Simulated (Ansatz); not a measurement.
Reaction (ligand exchange at the Si–C bond): `O[SiH2]C(O)[SiH3]` + `[OH][GaH][SH]` → `[SiH3][O][GaH][SH]` + `OC[SiH2]O`

Program: Ansatz. Geometries: PBE0-D4/def2-TZVP. ΔE: electronic, gas phase. CCSD(T)/CBS is the MP2 limit (def2-TZVPP, def2-QZVPP) plus CCSD(T) − MP2 in def2-TZVPP, frozen cores. DFT in def2-TZVPP. B3LYP here is the variant with VWN-RPA as its local correlation; programs differ in this. For Ga outer-core shells are correlated without core-valence functions, which leaves a few kJ/mol of doubt a bond. Scalar relativity is left out up to krypton. Each species was taken in one conformer, which may not be the lowest.

`O[SiH2]C(O)[SiH3]`:

Z-matrix (Å, degrees):
```
Si
C 1 1.885
O 1 1.645 2 109.4
H 1 1.483 2 110.0 3 -117.7
H 1 1.488 2 108.6 3 121.9
Si 2 1.888 1 114.6 3 -174.1
O 2 1.439 1 104.5 3 -51.7
H 2 1.102 1 106.9 3 65.8
H 3 0.960 1 114.6 2 44.8
H 6 1.492 2 107.9 1 170.3
H 6 1.485 2 111.1 1 51.6
H 6 1.487 2 110.5 1 -70.4
H 7 0.961 2 109.2 1 -179.3
```

`[OH][GaH][SH]`:

```xyz
6

O    -0.677   -1.214   -0.196
Ga    0.500    0.022    0.329
S     0.011    2.021   -0.416
H    -0.482   -2.099    0.118
H     1.734   -0.303    1.217
H    -1.086    1.573   -1.052
```

`[SiH3][O][GaH][SH]`:

```xyz
9

Si   -0.931    1.133    0.419
O    -0.560   -0.431    0.678
Ga    0.584   -1.669    0.105
S     2.012   -1.053   -1.440
H    -0.756    1.914    1.672
H    -0.049    1.733   -0.628
H    -2.340    1.254   -0.041
H     0.503   -3.085    0.723
H     1.536    0.204   -1.488
```

`OC[SiH2]O`:

Z-matrix (Å, degrees):
```
C
Si 1 1.881
O 1 1.422 2 110.3
H 1 1.101 2 111.0 3 -123.9
H 1 1.094 2 110.6 3 118.3
O 2 1.658 1 107.3 3 47.6
H 2 1.492 1 111.0 3 168.9
H 2 1.482 1 110.8 3 -67.8
H 3 0.962 1 108.0 2 -44.8
H 6 0.957 2 117.7 1 92.1
```

```tsv
level	ΔE (kJ/mol)	difference from CCSD(T)/CBS
r2SCAN-D4	-104.9	2.2
B3LYP-D4	-110.0	-2.9
ωB97X-V	-106.0	1.1
ωB97M-V	-104.9	2.2
B2PLYP	-112.1	-5.0
B3LYP	-111.6	-4.5
HF/def2-TZVPP	-132.7	-25.6
CCSD(T)/def2-TZVPP	-108.1	-1.0
MP2/def2-QZVPP	-109.4	-2.3
HF/CBS(def2)	-134.6	-27.5
CCSD(T)/CBS	-107.1	0
```

Largest T1 diagnostic among the species: 0.014.

From PBE to PBE0 (25 % exact exchange), in def2-TZVPP and without D4, ΔE moves by −6.9 kJ/mol. In def2-TZVPP, CCSD(T) changes the Hartree–Fock value by +24.6 kJ/mol (the triples alone add +3.4 kJ/mol) and MP2 by +23.3 kJ/mol.
